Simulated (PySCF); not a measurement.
**Where the electron goes**

Species: C5H6ClF.
Structure used (PBE0-D3(BJ)/def2-SVP), in Å, numbered top down from 1:
```
atom  x, y, z in Å
C1     2.534   -0.291   -0.798
C2     1.591    0.043    0.097
Cl3    2.094    0.626    1.656
C4     0.168   -0.064   -0.184
C5    -0.903    0.206    0.580
C6    -2.323    0.053    0.173
F7    -0.792    0.658    1.826
H8     3.595   -0.202   -0.566
H9     2.242   -0.659   -1.784
H10   -0.060   -0.430   -1.187
H11   -2.837   -0.648    0.850
H12   -2.410   -0.316   -0.856
H13   -2.845    1.020    0.254
```

Theory: TDDFT PBE0/def2-SVPD, vertical, gas phase, core orbitals frozen in the response in PySCF 2.14.0, density-fitted response routines.

Frontier orbitals with the atoms that hold most of them (Löwdin shares over 4%, at most four atoms; ? is withheld):

```
orbital  ε (eV)                             atoms
 LUMO+2    0.95   Cl3 40%, C6 14%, C2 13%, H11 6%
 LUMO+1    0.43  Cl3 15%, C6 14%, C4 14%, H10 14%
   LUMO       ?    C1 26%, C5 20%, C2 20%, C4 10%
   HOMO   -6.69                                 ?
 HOMO-1   -8.36                                 ?
 HOMO-2   -8.69             Cl3 78%, C2 7%, F7 4%
 HOMO-3  -10.70   F7 16%, C1 16%, C6 12%, Cl3 11%
```

(1) Give the leading atoms of the HOMO.

(2) Which atoms hold the HOMO-1, and with what shares?

(3) What is the LUMO energy, and the HOMO–LUMO gap?

Answers

(1) C1 (bonded to C and 2 H) 26%; C5 (bonded to 2 C and F) 17%; C2 (bonded to 2 C and Cl) 16%; C4 (bonded to 2 C and H) 16%.

(2) Cl3 (bonded to C) 44%; C4 (bonded to 2 C and H) 19%; C2 (bonded to 2 C and Cl) 13%; C5 (bonded to 2 C and F) 10%. By element: chlorine 44%, carbon 42% or more.

(3) ε(LUMO) = -1.11 eV; the gap is 5.58 eV (0.2051 hartree).

Question: The HOMO–LUMO gap is 5.58 eV. Where does the response calculation put the lowest singlet, and from which orbitals?

Answer: S1 is at 5.40 eV (f = 0.588), 0.18 eV below the gap, made of HOMO→LUMO (97%). Without the coupling terms of the response equations the lowest excitation would equal the gap.

Question: One configuration dominates each of S1, S2, S3 and S4. Which, and how do the shares of the two leading atoms of either orbital change from the occupied to the empty one?

Answer: 
- S1 (5.40 eV, f 0.588), HOMO→LUMO (97%): C1 26% → 26%, C5 17% → 20%
- S2 (5.90 eV, f 0.0001), HOMO→LUMO+1 (91%): C1 26% → at most 14%, C5 17% → at most 14%, Cl3 at most 16% → 15%, C6 at most 16% → 14%
- S3 (6.19 eV, f 0.0008), HOMO-2→LUMO (99%): Cl3 78% → at most 11%, C2 7% → 20%, C1 at most 4% → 26%, C5 at most 4% → 20%
- S4 (6.22 eV, f 0.064), HOMO-1→LUMO (91%): Cl3 44% → at most 11%, C4 19% → 10%, C1 at most 10% → 26%, C5 10% → 20%

Löwdin shares depend on the basis, the more so with diffuse functions.

One conformer stands for the species.
